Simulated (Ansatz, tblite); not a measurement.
Spin states of CuSe5 (the lowest doublet isomer of a short search), each relaxed with PBE-D4/def2-SVP in Ansatz. Electronic energies in the gas phase.

The xTB rows come from tblite. Correlated methods freeze 54 core orbitals; core or outer-core shells of Se are correlated, in sets that lack core-valence functions. The structure comes from a short search, and lower isomers may exist.

Doublet geometry (Cs within 0.1 Å):

```xyz
6

Cu    0.613    0.984   -1.022
Se   -1.136   -1.769   -0.615
Se    1.791    1.573    0.822
Se   -1.525   -0.259    1.165
Se   -0.381   -0.467   -2.452
Se    0.639   -0.063    2.103
```

Quartet geometry (C2v within 0.1 Å):

Cartesian coordinates in Å:
```
Cu 0.946 0.164 0.532
Se -2.123 1.530 1.075
Se 2.112 -1.351 -0.864
Se -1.151 -0.194 -0.651
Se -0.043 1.704 2.032
Se 0.259 -1.853 -2.124
```

Run but left out: HF/STO-3G (doublet: ⟨S²⟩ 1.77, where a pure state has 0.75).

Only these spin states were relaxed. Higher spins weren't run and may lie lower. The quartet has other bonds than the doublet, so the gap mixes isomer and spin.

Second-order perturbation terms are unreliable where d shells bring near-degenerate states, and here MP2/def2-SVP lies more than 0.4 eV from the median of the functionals without such a term.

```json
{"level": "GFN2-xTB", "quartet − doublet (kcal/mol)": "31.0", "lowest of these": "doublet"}
{"level": "HF/def2-SVP", "quartet − doublet (kcal/mol)": "-0.1", "lowest of these": "tie"}
{"level": "PBE-D4/def2-SVP", "quartet − doublet (kcal/mol)": "16.2", "lowest of these": "doublet"}
{"level": "revPBE-D4/def2-SVP", "quartet − doublet (kcal/mol)": "16.3", "lowest of these": "doublet"}
{"level": "r2SCAN-D4/def2-SVP", "quartet − doublet (kcal/mol)": "15.5", "lowest of these": "doublet"}
{"level": "PBE0-D4/def2-SVP", "quartet − doublet (kcal/mol)": "18.4", "lowest of these": "doublet"}
{"level": "B2PLYP/def2-SVP", "quartet − doublet (kcal/mol)": "18.9", "lowest of these": "doublet"}
{"level": "MP2/def2-SVP", "quartet − doublet (kcal/mol)": "60.3", "lowest of these": "doublet"}
```

| state | donor atoms | mean metal–ligand distance (Å) | range (Å) | Mulliken spin on the metal (PBE0) |
| --- | --- | --- | --- | --- |
| doublet | 2 | 2.266 | 2.27–2.27 | 0.11 |
| quartet | 3 | 2.389 | 2.37–2.43 | 0.32 |

⟨S²⟩ at PBE0-D4/def2-SVP: doublet 0.76 (pure 0.75), quartet 3.76 (pure 3.75). The unpaired electrons of the doublet sit mostly on the ligands. The unpaired electrons of the quartet sit mostly on the ligands.

Change of the quartet − doublet gap on mixing in exact exchange, in kcal/mol: PBE to PBE0 (25 % exact exchange) 2.2.

The xTB methods have no spin-polarisation term.
